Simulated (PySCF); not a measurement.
Geometry (Å), atoms numbered from 1 in this order:
```xyz
19

C     2.5815   -0.1692   -0.6298
C     1.2353    0.1741   -0.0859
C     0.5392    1.2858   -0.3834
C    -0.7902    1.4728    0.2852
P    -1.1896   -0.2129    0.9302
C    -1.9328   -1.0624   -0.4997
S    -2.1959   -0.3840    2.5841
C     0.5736   -0.7591    0.8960
H     2.9395    0.5903   -1.3390
H     2.5612   -1.1449   -1.1441
H     3.3209   -0.2594    0.1837
H     0.9278    2.0393   -1.0760
H    -0.7440    2.1575    1.1497
H    -1.5838    1.8439   -0.3827
H    -2.9389   -0.6515   -0.6631
H    -2.0293   -2.1298   -0.2568
H    -1.3165   -0.9299   -1.4014
H     0.6588   -1.8221    0.6174
H     0.9826   -0.6550    1.9157
```

Geometry: PBE0-D3(BJ)/def2-SVP; GIAO absolute shieldings from PySCF 2.14.0 with density-fitted response routines, gas phase, non-relativistic, averaged over equivalent atoms.

At PBE0/pcSseg-1 (205 basis functions, 38 s wall time on 1 thread of an Arm Neoverse V1, shared host):
```
      atoms  σ (ppm)
         C2     37.4
         C3     54.1
         C8    138.3
         C4    140.7
         C1    161.8
         C6    162.5
         P5    270.1
         S7    717.5
        H12    25.67
        H13    28.71
        H19    28.88
        H14    29.01
        H18    29.31
 H9/H10/H11    29.48
H15/H16/H17    29.91
```

Predict the values at PBE/pcSseg-1 on the same geometry.

## Answers


```tsv
atoms	σ at PBE/pcSseg-1	change
C2	34.6	-2.8
C3	51.6	-2.5
C8	131.1	-7.2
C4	133.3	-7.4
C1	156.8	-5.0
C6	157.0	-5.5
P5	254.5	-15.6
S7	679.9	-37.6
H12	25.62	-0.05
H13	28.56	-0.15
H19	28.74	-0.14
H14	28.81	-0.20
H18	29.13	-0.18
H9/H10/H11	29.40	-0.08
H15/H16/H17	29.79	-0.12
```

The largest change is at S7 (sulfur bonded to P). Cost: 205 basis functions, 51 s wall time on 1 thread of an Arm Neoverse V1, shared host. The order of the carbon signals is the same at both levels.
